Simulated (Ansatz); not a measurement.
Consider the homolysis of the Al–C bond: `O[CH2][Al]([SH])[Br]` → `[SH][Al][Br]`• + `[CH2]O`•.

Isolated molecules relaxed with PBE0-D4/def2-TZVP in Ansatz; ΔE leaves out vibrations. CCSD(T)/CBS is the MP2 limit (def2-TZVPP, def2-QZVPP) plus CCSD(T) − MP2 in def2-TZVPP, frozen cores. Functionals use def2-TZVPP. HSE06 is defined as in plane-wave codes. No spin–orbit coupling; open shells (•) take unrestricted orbitals. For Br outer-core shells are correlated without core-valence functions, which leaves a few kJ/mol of doubt a bond. Scalar relativity is left out up to krypton. One conformer a species, not always the lowest.

**Question.** What is ΔE at CCSD(T)/CBS? (Estimate.)

**Answer.** Computed: +301.8 kJ/mol.

**Question.** What do these levels give: HSE06-D4, BHLYP-D4, ωB97M-V, PBE-QIDH, PBE, revPBE, r2SCAN, CAM-B3LYP, HF/def2-SVP, CCSD/def2-TZVPP, HF/def2-QZVPP, HF/CBS(def2)? (An estimate is asked.)

**Answer.** Ansatz gave: HSE06-D4 277.5, BHLYP-D4 276.8, ωB97M-V 301.6, PBE-QIDH 287.6, PBE 266.5, revPBE 248.7, r2SCAN 263.7, CAM-B3LYP 275.5, HF/def2-SVP 201.3, CCSD/def2-TZVPP 286.0, HF/def2-QZVPP 194.0, HF/CBS(def2) 194.0 kJ/mol.

Largest T1 diagnostic among the species: 0.016.

Leaving LDA and LC-ωPBE aside and taking each functional with its dispersion term where it has one, the values, not all of them listed here, spread over 36.4 kJ/mol, from revPBE-D4 to ωB97M-V. LDA lies +48.7 kJ/mol from PBE without D4, its usual overbinding. In def2-TZVPP, CCSD(T) changes the Hartree–Fock value by +97.6 kJ/mol (the triples alone add +6.1 kJ/mol) and MP2 by +108.2 kJ/mol; breaking electron pairs costs correlation energy, which Hartree–Fock lacks.
